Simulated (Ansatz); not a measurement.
These are frozen-core CCSD(T)/cc-pVTZ // PBE-D3(BJ)/def2-TZVP (Ansatz, a first-principles code) values and carry that method's errors. The geometry is that of the parent before the electron was removed.

Ansatz 0.2 input:
```yaml
crystal:
  periodic: [false, false, false]
  atoms:
    - { symbol: F, position_ang: [-0.947652, 1.515714, -0.024684] }
    - { symbol: Ga, position_ang: [-0.067996, 0.001832, -0.001635] }
    - { symbol: F, position_ang: [-1.028057, -1.46243, -0.021069] }
    - { symbol: Cl, position_ang: [2.043705, -0.055116, 0.047388] }
basis:
  gaussian: { orbitals: cc-pVTZ }
correlation:
  method: ccsd_t
total_charge: 1
magnetization:
  spin_polarized: true
  initial_magnetization: 1
```

Output:

```
Functional definition: HF
871 factors; integrals over basis functions are off by at most 8.5e-4 eV
mean field evaluation 1: about -70236.7906 eV, gradient 5.1e1 eV
mean field evaluation 2: about -70236.8853 eV, gradient 5.1e1 eV
mean field evaluation 4: about -70245.3510 eV, gradient 2.6e0 eV
mean field evaluation 8: about -70245.4316 eV, gradient 3.2e-1 eV
mean field evaluation 16: about -70245.4330 eV, gradient 2.6e-6 eV
mean field evaluation 32: about -70243.5498 eV, gradient 1.1e0 eV
mean field evaluation 64: about -70245.1255 eV, gradient 6.2e0 eV
mean field evaluation 96: about -70245.4318 eV, gradient 1.6e-1 eV
mean field evaluation 128: about -70242.8992 eV, gradient 2.2e0 eV
mean field evaluation 160: about -70241.1427 eV, gradient 1.1e1 eV
mean field evaluation 192: about -70243.1655 eV, gradient 4.3e-1 eV
mean field evaluation 224: about -70242.6175 eV, gradient 1.7e-1 eV
mean field evaluation 256: about -70241.9816 eV, gradient 9.4e-1 eV
mean field evaluation 288: about -70242.5291 eV, gradient 5.8e0 eV
mean field evaluation 320: about -70242.5284 eV, gradient 5.8e0 eV
mean field evaluation 352: about -70245.2796 eV, gradient 1.3e-2 eV
mean field evaluation 384: about -70238.1667 eV, gradient 8.4e-4 eV
mean field evaluation 416: about -70238.1648 eV, gradient 4.0e0 eV
mean field evaluation 448: about -70238.2708 eV, gradient 5.3e-1 eV
mean field evaluation 480: about -70238.0946 eV, gradient 2.9e-1 eV
mean field evaluation 512: about -70237.8317 eV, gradient 1.3e-3 eV
mean field evaluation 544: about -70237.9081 eV, gradient 7.6e-2 eV
mean field evaluation 576: about -70238.0439 eV, gradient 4.8e-2 eV
mean field evaluation 608: about -70237.9009 eV, gradient 3.4e0 eV
mean field -70245.43299967 eV, -2581.4720486734 hartree, gradient 2.8e-6 eV, S^2 0.760146; 10 other end points of the search recorded, 0 dependent functions left out
determinant -70245.43299967 eV, -2581.4720486734 hartree, with singles and doubles -70267.67699731 eV, -2582.2895005089 hartree
determinant -70245.27964197 eV, -2581.4664128816 hartree, with singles and doubles -70267.51959840 eV, -2582.2837162056 hartree
determinant -70243.57151154 eV, -2581.4036402462 hartree, with singles and doubles -70266.15733638 eV, -2582.2336540001 hartree
determinant -70243.19356959 eV, -2581.3897511359 hartree, with singles and doubles -70265.61322287 eV, -2582.2136581973 hartree
determinant -70242.61795797 eV, -2581.3685977990 hartree, with singles and doubles -70265.43503806 eV, -2582.2071100262 hartree
determinant -70245.43299967 eV, -2581.4720486734 hartree, with singles and doubles -70267.71662749 eV, -2582.2909568912 hartree
determinant -70245.27964197 eV, -2581.4664128816 hartree, with singles and doubles -70267.55742751 eV, -2582.2851063999 hartree
16 core orbitals not correlated
reference -70245.43299967 eV, -2581.4720486734 hartree; 17, 16 occupied and 104, 105 virtual orbitals, 871 factors
second order -21.88730674 eV of doubles, -0.00000000 eV of singles
cycle   1  -22.28362824 eV  change   -4.3e-7 eV  update   2.7e-6
perturbative correction -0.82930688 eV, -0.0304764658 hartree
Total energy: -70268.54593480 eV, -2582.3214333727 hartree
```

Cost: around 11 core-minutes (rough).
